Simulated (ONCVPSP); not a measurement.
u(r) = r·R(r): atom against pseudo-atom (Al)

Columns: radius, all-electron u(r) and pseudo u(r) of the 3p shell (level -2.88 eV) of aluminium in the configuration [Ne] 3s1.75 3p1.25; PBE, scalar-relativistic, ONCV scheme, ONCVPSP 4.0.1.

| r (bohr) | all-electron | pseudo |
| --- | --- | --- |
| 0.135 | -0.1098 | 0.0044 |
| 0.270 | -0.2027 | 0.0175 |
| 0.405 | -0.2127 | 0.0388 |
| 0.540 | -0.1661 | 0.0676 |
| 0.675 | -0.0906 | 0.1029 |
| 0.810 | -0.0043 | 0.1436 |
| 0.945 | 0.0828 | 0.1882 |
| 1.080 | 0.1651 | 0.2353 |
| 1.215 | 0.2400 | 0.2832 |
| 1.350 | 0.3063 | 0.3303 |
| 1.485 | 0.3639 | 0.3754 |
| 1.620 | 0.4135 | 0.4172 |
| 1.755 | 0.4552 | 0.4545 |
| 1.890 | 0.4893 | 0.4868 |
| 2.025 | 0.5160 | 0.5134 |
| 2.160 | 0.5361 | 0.5341 |
| 2.295 | 0.5501 | 0.5489 |
| 2.430 | 0.5586 | 0.5582 |
| 2.565 | 0.5625 | 0.5624 |
| 2.700 | 0.5621 | 0.5621 |
| 2.835 | 0.5583 | 0.5583 |
| 2.970 | 0.5515 | 0.5515 |
| 3.105 | 0.5422 | 0.5422 |
| 3.240 | 0.5308 | 0.5308 |
| 3.375 | 0.5178 | 0.5178 |
| 3.510 | 0.5036 | 0.5036 |

Problem. How many radial nodes do the two functions have?

Solution. The all-electron 3p function has n − l − 1 = 1; the pseudo-wave has 0, since the states of the same l below it are removed with the core.

Problem. At about which radius was the pseudo-wave matched?

Solution. 2.70 bohr. The columns agree to 0.0005 from 2.43 bohr on; several derivatives are matched, so the curves merge somewhat inside the radius.

Problem. Is the pseudo-wave norm-conserving?

Solution. Yes: the ONCV scheme keeps the norm inside the radius equal to the all-electron one, which fixes the energy derivative of the logarithmic derivative at the level.
